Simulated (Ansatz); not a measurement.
Wavefunction ladder for CH5BN2O, SMILES `C=NB(N)O`

```xyz
10

C     1.498    0.077   -1.226
N     0.315    0.409   -0.989
B    -0.554   -0.101    0.050
N    -0.686    0.620    1.257
O    -1.251   -1.251   -0.228
H     2.057   -0.671   -0.642
H     2.048    0.533   -2.057
H    -0.205    1.489    1.403
H    -1.338    0.390    1.985
H    -1.884   -1.495    0.449
```

Total charge 0; spin multiplicity 1. All single points use the PBE0-D4/def2-TZVP geometry. It is one conformer, not always the lowest. Frozen core, restricted reference, the Gaussian-basis code of Ansatz. CBS rows extrapolate triple and quadruple zeta; past MP2 they add the triple-zeta difference.

| basis | HF (Eh) | MP2 corr. | CCSD corr. | (T) | CCSD(T) total |
| --- | --- | --- | --- | --- | --- |
| def2-SVP | -249.14042 | -0.72562 | -0.76238 | -0.02253 | -249.92533 |
| def2-TZVPP | -249.43573 | -0.90392 | -0.92891 | -0.03812 | -250.40276 |
| def2-QZVPP | -249.44768 | -0.96964 | – | – | – |
| CBS(def2) | -249.44933 | -1.01832 | -1.04331 | as TZ | -250.53076 |
